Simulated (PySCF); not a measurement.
NbSFCl2, SMILES [F][Nb](=[S])([Cl])[Cl], multiplicity 1. Atoms are numbered in the order given.

```xyz
5

Nb    -0.2152    -0.0438     0.0000
S      0.7246    -1.9740     0.0000
F     -2.0570    -0.3106     0.0000
Cl     0.4630     1.0639    -1.8836
Cl     0.4630     1.0639     1.8836
```

Geometry optimised at PBE-D3(BJ)/def2-SVP. The multiplicity is an assumed one; no other spin state was optimised. The structure was generated by enumeration; whether it is a known compound was not checked. The def2 effective core potentials stand for the cores of Nb; spin–orbit coupling is left out.

The numbers are results of ωB97X/def2-TZVP in PySCF, not measurements.

ESP charges are fitted to the potential on shells at 1.4 to 2.0 van der Waals radii. Atomic charges (e):

```
atom  Löwdin  ESP fit  Mulliken
----  ------  -------  --------
Nb1    -0.12        …      1.39
S2      0.15        …     -0.33
F3     -0.22        …     -0.41
Cl4     0.10        …     -0.32
Cl5     0.10        …     -0.32
```

### Question
Some entries are withheld; supply them. (An estimate is asked for; the answer gives what the named calculation found.)

### Answer

- Nb1, ESP fit: 0.55
- S2, ESP fit: -0.18
- F3, ESP fit: -0.16
- Cl4, ESP fit: -0.11
- Cl5, ESP fit: -0.11
